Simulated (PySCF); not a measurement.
**H₂RuO + HF → RuHF + H₂O**

Level: PBE0 in the def2-TZVP basis family, computed in PySCF with density fitting; scalar-relativistic core potentials for atoms from Rb on, none lighter, no spin–orbit coupling; open shells unrestricted.

```csv
species,state and structure,E (Eh),ZPE (kJ/mol),H(298 K) − H(0) (kJ/mol),S° (J/(mol K))
H₂RuO,"triplet, Cs, Ru–H 1.568 Å (×2), Ru–O 1.658 Å; H–Ru–H 84.4°, H–Ru–O 104.3° (×2)",-171.20057,43.3,11.1,268.8
HF,"singlet, C∞v, H–F 0.920 Å",-100.39188,24.9,8.7,173.6
RuHF,"quintet, Cs, Ru–F 1.897 Å, Ru–H 1.664 Å; F–Ru–H 153.8°",-195.22851,16.8,11.4,269.4
H₂O,"singlet, C2v, O–H 0.960 Å (×2); H–O–H 105.1°",-76.37736,56.5,9.9,188.7
```

(1) What is the electronic reaction energy?

(2) Add zero-point, thermal and entropy terms for 298.15 K and 1 bar.

Answers

(1) At PBE0/def2-TZVP, ΔE = -35.2 kJ/mol from the differences of the total energies times 2625.5, downhill. Ligand exchange with HF takes part in thermal etching.

(2) ΔZPE = 5.1 and Δ[H(298) − H(0)] = 1.5 kJ/mol give ΔH° = -28.6 kJ/mol. ΔS° = 15.7 J/(mol K), so ΔG° = -28.6 − 298.15 × (0.0157) = -33 kJ/mol and log₁₀K = 5.8.

Open d or f shells are single determinants, so the state found may not be the ground state. Only the bonding shown was studied: isomers, or loss of a ligand pair, can lie lower.
